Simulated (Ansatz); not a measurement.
Compare A (`[SiH3]B(Cl)[SeH]`) with its isomer B (`B[Se][SiH2]Cl`).

Calculated with Ansatz (gas phase, PBE0-D4/def2-TZVP geometries, no zero-point term in ΔE). CCSD(T)/CBS is the MP2 limit (def2-TZVPP, def2-QZVPP) plus CCSD(T) − MP2 in def2-TZVPP, frozen cores. Functionals use def2-TZVPP. B3LYP here is the variant with VWN-RPA as its local correlation; programs differ in this. For Se outer-core shells are correlated without core-valence functions, which leaves a few kJ/mol of doubt a bond. Scalar relativity is left out up to krypton. Each species was taken in one conformer, which may not be the lowest.

A:

```xyz
8

Si   -0.3691    0.3251    0.9773
B     0.3765    0.3134   -0.8916
Cl    0.7875    1.8303   -1.6706
Se    0.6806   -1.2837   -1.9127
H    -1.6326    1.1110    1.0108
H    -0.6500   -1.0558    1.4570
H     0.6045    0.9655    1.9032
H     0.2027   -2.2058   -0.8734
```

B:

Z-matrix (Å, degrees):
```
Si
Se 1 2.280
Cl 1 2.050 2 111.3
H 1 1.479 2 107.9 3 118.1
H 1 1.478 2 109.6 3 -119.5
B 2 1.913 1 97.3 3 83.9
H 6 1.191 2 116.3 1 -179.5
H 6 1.191 2 120.9 1 0.9
```

Question: Which isomer does CCSD(T)/CBS put lower? Give the gap. (Estimate.)

Answer: The calculation gave: B, by 81.3 kJ/mol.

Question: Give E(B) − E(A) in kJ/mol with ωB97M-V, MP2/def2-TZVPP, B2PLYP, B3LYP, CCSD/def2-TZVPP, B3LYP-D4, PBE-D4. (Estimate.)

Answer: Ansatz gave: ωB97M-V -81.6, MP2/def2-TZVPP -83.7, B2PLYP -79.3, B3LYP -76.2, CCSD/def2-TZVPP -77.4, B3LYP-D4 -75.9, PBE-D4 -63.9. None reverses the order clearly.

Largest T1 diagnostic: 0.013.

From PBE to PBE0 (25 % exact exchange), in def2-TZVPP and without D4, E(B) − E(A) moves by −8.5 kJ/mol. In def2-TZVPP, CCSD(T) changes the Hartree–Fock value by +22.5 kJ/mol (the triples alone add +3.2 kJ/mol) and MP2 by +13.1 kJ/mol.
